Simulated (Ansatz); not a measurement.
The same path of ClF$_{2}$H$_{5}$OW (10 atoms, charge 0, multiplicity 1) was run 3 times with different band settings. Lost on the way: W1–F2, O8–H10. Made: F2–H10.

Computed with RKS BLYP/def2-SVP (Ansatz).

Relaxed end points:

```xyz
10
Properties=species:S:1:pos:R:3
W 0.166 -0.062 0.128
F -0.137 -0.469 1.922
Cl 2.423 -1.025 0.156
H -1.002 1.183 0.387
H -1.503 -0.270 -0.154
H -0.365 -1.592 -0.396
F 0.335 0.640 -1.581
O 1.547 1.669 0.921
H 2.419 1.229 1.070
H 1.340 2.224 1.700
```

```xyz
10
Properties=species:S:1:pos:R:3
W 0.492 0.187 -0.397
F 0.794 -0.446 3.040
Cl 2.479 -1.125 -0.481
H -0.315 1.621 -0.892
H -1.170 0.561 -0.116
H -0.381 -0.947 0.494
F 0.055 -0.291 -2.137
O 1.088 1.345 0.975
H 1.071 2.315 1.098
H 1.109 0.307 2.570
```

Common settings: spring 5.0 eV/Å²; optimiser quadratic models (default); start path through a guess of the saddle point; force threshold 0.05 eV/Å; iteration limit 60; end points relaxed.

| run | movable images | climbing image |
| --- | --- | --- |
| 1 | 5 | yes |
| 2 | 8 | no |
| 3 | 3 | yes |

(1) What does each run give, and how far can it be trusted?

Answers

(1) Run 1: converged after 53 iterations, highest image 1.100 eV above the first end. A vibrational analysis at the climbing image gives one clearly imaginary mode, 62i cm⁻¹: a first-order saddle point.
Run 2: converged after 23 iterations, highest image 1.123 eV above the first end. No image climbed, so the highest image needn't sit at the top of the path.
Run 3: converged after 27 iterations, highest image 1.119 eV above the first end. The order of the point at the top wasn't checked. So few images can step over the top or miss a turn of the path.
The orbitals stay closed-shell, which can raise the energy where a bond breaks towards radicals; this wasn't checked here.
